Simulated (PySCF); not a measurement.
```xyz
8

S      0.7855    -0.6845    -1.6759
Ge     0.0568    -0.3935     0.3865
S      0.6024     1.6148     1.1331
S     -2.0836    -0.9276     0.4048
Cl     0.9614    -1.7243     1.8026
H      1.9134     0.0120    -1.4515
H      0.1205     2.2210     0.0338
H     -2.3563    -0.1178    -0.6333
```

Charge 0, multiplicity 1.

Question: Give the Mulliken and meta-Löwdin atomic charges from PBE0-D3(BJ)/def2-TZVP (PySCF).

Answer: 
```tsv
atom	Mulliken (e)	meta-Löwdin (e)
S1	-0.32	-0.27
Ge2	0.68	0.73
S3	-0.31	-0.26
S4	-0.31	-0.26
Cl5	-0.28	-0.29
H6	0.19	0.12
H7	0.18	0.11
H8	0.18	0.12
```
